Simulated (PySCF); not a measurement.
Gas-phase reaction: 2 SnO2 + 2 C2H3 (vinyl) ⇌ 2 Sn(OH)2 + C4H2

Energies from PySCF (xtb for GFN2), thermal terms from the rigid-rotor harmonic-oscillator model, ideal gas at 1 bar. † marks an energy on the PBE0/def2-TZVP geometry and frequencies; other levels use their own. Open shells (unrestricted): C2H3 (vinyl) (multiplicity 2); the rest are closed-shell singlets. GFN2 has no spin-polarisation term. B3LYP is the form with VWN-RPA correlation. Sn: scalar-relativistic def2 core potential, no spin-orbit coupling. SnO2, Sn(OH)2: computed as isolated molecules; such fragments, hydroxides, amides, oligomers or adducts are transient or little studied in the gas. The harmonic model lacks anharmonicity and excited electronic states, which grow with temperature; levels with a mode under 35 cm⁻¹ are left out. Internal rotation in Sn(OH)2 is treated as a harmonic vibration of one conformer, which makes the entropy rough.

```csv
level,"ΔE electronic, kJ","ΔH°(298 K), kJ","ΔS°(298 K), J/K","ΔG°(2500 K), kJ"
B3LYP/def2-TZVP†,-962,-948,-142,-655
BLYP/def2-TZVP†,-886,-872,-142,-580
GFN2-xTB,-1108,-1099,-133,-840
PBE/def2-SVP,-933,-919,-146,-611
PBE/def2-TZVP†,-886,-873,-142,-580
PBE0/def2-QZVP†,-975,-961,-142,-668
PBE0/def2-TZVP,-962,-948,-142,-655
r2SCAN/def2-TZVP†,-909,-896,-142,-603
LDA/def2-TZVP†,-992,-978,-142,-685
ωB97X-V/def2-TZVP†,-990,-976,-142,-683
```
ΔH° is lowest at GFN2-xTB and highest at BLYP/def2-TZVP†. No reference value is set beside these.
